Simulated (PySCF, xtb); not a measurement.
Se(H)(iPr) (C₃H₈Se), SMILES [SeH]C(C)C.

Geometry: r2SCAN-D4/def2-SVP. One conformer was computed; it need not be the lowest.

These are C-PCM-PBE0/def2-SVP run with PySCF 2.14.0 values and carry that method's errors.

The values are the electrostatic part of the solvation free energy, E(continuum) − E(gas) at the gas-phase geometry, in a cavity of scaled van der Waals radii (PySCF's table); cavitation and dispersion terms are not included. In vacuum the orbital gap is 6.63 eV. The dipole moment in vacuum is 1.60 D.

Computed values in water (ε = 78.36), chloroform (ε = 4.71), N,N-dimethylformamide (ε = 37.22):
```json
[
 {"solvent": "water", "ε": "78.36", "ΔG(elec) (kcal/mol)": "-2.7", "dipole (D)": "2.18", "gap (eV)": "6.86"},
 {"solvent": "chloroform", "ε": "4.71", "ΔG(elec) (kcal/mol)": "-2.1", "dipole (D)": "2.03", "gap (eV)": "6.81"},
 {"solvent": "N,N-dimethylformamide", "ε": "37.22", "ΔG(elec) (kcal/mol)": "-2.7", "dipole (D)": "2.17", "gap (eV)": "6.86"}
]
```

For comparison, GFN2-xTB/ALPB(water) (xtb, at the GFN2-xTB geometry, all terms of that model) gives -2.0 kcal/mol.
